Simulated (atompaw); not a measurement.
**scandium: one change to a PAW (atompaw) potential, before and after**

scandium (Sc), PAW, made with atompaw 4.2.0.5 (LDA (PW92), scalar-relativistic). Core [Ne], reference 3s2 3p6 3d1 4s1 4p0 (charge +1). Waves: 3s (bound): rc 1.70 bohr; 4s (bound): rc 0.40 bohr; 3p (bound): rc 1.95 bohr; 4p (bound, empty): rc 2.25 bohr; 3d (bound): rc 2.75 bohr; 3d channel at 0.35 Ry: rc 2.75 bohr. Local part: bessel scheme, radius 1.85 bohr. Core correction: smooth core density matched at 2.70 bohr. Augmentation charge: sinc compensation charge, radius 2.20 bohr; PAW radius 2.75 bohr; waves and projectors: custom rrkj gramschmidtortho.

Change: functional PBE.

Cutoffs: the cutoffs (Ry, on a coarse ladder) from which the occupation-weighted sum of valence levels, in a spherical-Bessel basis at the reference potential, stays within 10 and 1 mRy of its value at 400 Ry; they do not see the model core or the augmentation charge, which bear on the density cutoff.

Problem. What does the change do?

Solution. The potential gets harder (21 Ry and 40 Ry → 21 Ry and 140 Ry); both files keep a bound ghost (s).

| quantity | base | changed |
| --- | --- | --- |
| cutoff, loose | 21 Ry | 21 Ry |
| cutoff, tight | 40 Ry | 140 Ry |
| bound ghosts | s | s |
| s: phases at 2.77 bohr within 0.05 rad from the reference energy up to (Ry; the scan ends near 5) | 3.9 | 3.9 |
| p: phases at 2.77 bohr within 0.05 rad from the reference energy up to (Ry; the scan ends near 5) | 3.9 | 4.0 |
| d: phases at 2.77 bohr within 0.05 rad from the reference energy up to (Ry; the scan ends near 5) | 1.0 | 1.0 |
| lowest overlap eigenvalue by channel | s 0.05, p 0.11, d 0.90 | s 0.06, p 0.10, d 0.90 |

 A true bound ghost makes a file unfit for plane-wave use even where its test errors are small: the radial tests pick states by their node count and pass the ghost by. The cutoffs see the waves, projectors and local potential, not the compensation charge or the core.
